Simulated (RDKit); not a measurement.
RDKit input (UFF):

```python
from rdkit import Chem
from rdkit.Chem import AllChem, rdDetermineBonds

mol = Chem.MolFromXYZFile('mol.xyz')
rdDetermineBonds.DetermineBonds(mol, charge=1)
print('SMILES', Chem.MolToSmiles(Chem.RemoveHs(mol)))
ff = AllChem.UFFGetMoleculeForceField(mol)
e0 = ff.CalcEnergy()
flag = ff.Minimize(maxIts=5000, forceTol=1e-5)
print(f'energy {e0:.4f} -> {ff.CalcEnergy():.4f} kcal/mol, converged: {flag == 0}')
print(Chem.MolToXYZBlock(mol))
```
mol.xyz:
```
13

C     -2.95420300    -0.53969400    -0.13590400
C     -1.69186300    -0.08446600     0.53888000
O     -0.51505900    -0.40415600    -0.34046100
Ge     1.28208500     0.27195100    -0.01098800
H     -3.79870400    -0.28295900     0.50624400
H     -2.97097400    -1.62322700    -0.27238600
H     -3.09474100    -0.04600200    -1.09680000
H     -1.63895100     0.99567800     0.65363900
H     -1.51050800    -0.57461900     1.49402500
H     -0.59699700    -1.29329500    -0.71860800
H      2.00528700    -0.41627100    -1.15972400
H      1.00798100     1.76223900    -0.14282400
H      1.56777200    -0.24577900     1.39385900
```

Output:

```
SMILES CC[OH+][GeH3]
energy 41.8855 -> 3.5097 kcal/mol, converged: True
13

C     -2.937620   -0.500094   -0.092157
C     -1.548615   -0.081298    0.377806
O     -0.591153   -0.404490   -0.607716
Ge     1.007539    0.192850   -0.033094
H     -3.693188   -0.217190    0.670938
H     -2.975420   -1.599829   -0.242803
H     -3.184137    0.007782   -1.048660
H     -1.573811    1.019061    0.551808
H     -1.330691   -0.596060    1.344000
H     -0.498346   -1.392835   -0.595681
H      2.100371   -0.200764   -1.059234
H      0.970715    1.736669    0.104265
H      1.345480   -0.444403    1.339479
```

The dipole moment of an ion depends on the origin.

The geometry given is a B3LYP-D3(BJ)/def2-TZVP minimum.
